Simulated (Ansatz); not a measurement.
Correlation energies of `OCB(F)[SiH2]Cl` by basis set

| atom | x (Å) | y (Å) | z (Å) |
| --- | --- | --- | --- |
| O1 | -0.7336 | -1.6248 | 0.6083 |
| C2 | -0.2614 | -0.5247 | 1.3623 |
| B3 | 0.4741 | 0.5933 | 0.5498 |
| F4 | 1.0529 | 1.5794 | 1.2221 |
| Si5 | 0.5305 | 0.5991 | -1.4936 |
| Cl6 | -1.4361 | 0.2812 | -2.1003 |
| H7 | -1.3313 | -1.3001 | -0.0725 |
| H8 | -1.0577 | -0.0665 | 1.9753 |
| H9 | 0.4499 | -0.9276 | 2.0962 |
| H10 | 1.3549 | -0.4984 | -2.0582 |
| H11 | 0.9579 | 1.8890 | -2.0894 |

The species carries charge 0 and has multiplicity 1. Geometry: relaxed with PBE0-D4/def2-TZVP. It is one conformer, not always the lowest. Frozen core, restricted reference, the Gaussian-basis code of Ansatz. CBS rows extrapolate triple and quadruple zeta; past MP2 they add the triple-zeta difference.

| basis | HF (Eh) | MP2 corr. |
| --- | --- | --- |
| def2-SVP | -987.86043 | -0.81344 |
| def2-TZVPP | -988.41283 | -1.06044 |
| def2-QZVPP | -988.44523 | -1.15106 |

Q: Estimate the CCSD correlation energy and the (T) correction in each basis where they were run (hartree).

A: 
```
     basis  CCSD corr.       (T)
  def2-SVP    -0.87038  -0.02044
def2-TZVPP    -1.11224  -0.04116
 CBS(def2)    -1.26999     as TZ
```
